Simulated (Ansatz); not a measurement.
This geometry of Cl2FH2NTi + ClH (9 atoms, charge 0, multiplicity 1) is a first-order saddle point.

These are results of RKS PBE/def2-SVP in Ansatz 0.2.0, not measurements.

```xyz
9
Properties=species:S:1:pos:R:3
Ti 0.001 0.098 0.138
N 0.042 0.150 2.094
H -0.859 0.173 2.593
H 0.686 -0.480 2.593
F 1.560 -0.051 -0.612
Cl -1.480 1.452 -0.738
Cl -0.877 -1.885 -0.223
Cl 1.269 2.599 1.245
H 0.685 1.511 1.960
```

**Question.** Which two structures does it join? (They come from a converged band through this point; their orientation in space is the band's.)

**Answer.** Bonds broken: Cl8–H9. Bonds formed: Ti1–Cl8, N2–H9. Cl2FH2NTi + ClH becomes Cl3FH3NTi.

Initial state:

```xyz
9
Properties=species:S:1:pos:R:3
Ti -0.124 -0.246 -0.003
N 0.061 0.072 1.843
H -0.746 0.188 2.472
H 0.877 -0.255 2.379
F 1.486 -0.353 -0.650
Cl -1.322 1.386 -0.842
Cl -1.175 -2.157 -0.287
Cl 1.283 3.046 2.180
H 0.685 1.886 1.956
```

Final state:

```xyz
9
Properties=species:S:1:pos:R:3
Ti 0.483 0.301 0.012
N -0.323 0.508 2.179
H -1.271 0.118 2.266
H 0.279 0.012 2.852
F 1.090 0.146 -1.619
Cl -1.321 1.521 -0.448
Cl 0.207 -1.866 0.440
Cl 2.248 1.331 0.896
H -0.366 1.495 2.471
```

**Question.** How far does it lie above each of them?

**Answer.** 0.102 eV above the first and 1.469 eV above the second. This is the barrier of this one path; another mechanism may lie lower. The orbitals stay closed-shell, which can raise the energy where a bond breaks towards radicals; this wasn't checked here.

Time of the run: 2.5 min on 4 threads of Arm Neoverse V1, on a shared host, peak memory 0.23 GiB.
